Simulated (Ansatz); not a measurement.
Diatomic BeAl, multiplicity 4 (an upper state: multiplicity 2 came lower at CCSD(T)/def2-TZVPP on PBE0 minima).

Seven points along R, fitted to fifth degree in 1/R; most abundant isotopes. Runs in def2 and cc sets follow the lowest solution found near the PBE0 minimum.

Correlated levels freeze the inner cores; with def2 sets outer-core shells near the valence are correlated too.

Programs: Ansatz (Gaussian orbitals). 

D_e counts from each atom's lowest state at the same level, without counterpoise or zero-point energy.

```json
[
 {"level": "PBE/def2-TZVPP", "r_e (Å)": "2.134", "ω_e (cm⁻¹)": "[?]", "ω_e x_e (cm⁻¹)": "3.9", "D_e (eV)": "0.08", "dipole (D)": "0.04"},
 {"level": "PBE0/def2-TZVPP", "r_e (Å)": "2.117", "ω_e (cm⁻¹)": "615", "ω_e x_e (cm⁻¹)": "3.8", "D_e (eV)": "-0.06", "dipole (D)": "0.15"},
 {"level": "CCSD/def2-TZVPP", "r_e (Å)": "2.134", "ω_e (cm⁻¹)": "604", "ω_e x_e (cm⁻¹)": "2.8", "D_e (eV)": "-0.83", "dipole (D)": "-"},
 {"level": "CCSD(T)/def2-TZVPP", "r_e (Å)": "[?]", "ω_e (cm⁻¹)": "[?]", "ω_e x_e (cm⁻¹)": "3.1", "D_e (eV)": "-0.70", "dipole (D)": "-"}
]
```

Question: Complete the blanks.

Answer: 
- CCSD(T)/def2-TZVPP, r_e (Å): 2.143
- CCSD(T)/def2-TZVPP, ω_e (cm⁻¹): 593
- PBE/def2-TZVPP, ω_e (cm⁻¹): 593

Doubts at one or more of the structures used: T1 above 0.05 (CCSD/def2-TZVPP, CCSD(T)/def2-TZVPP).

Ansatz is an electronic-structure program.
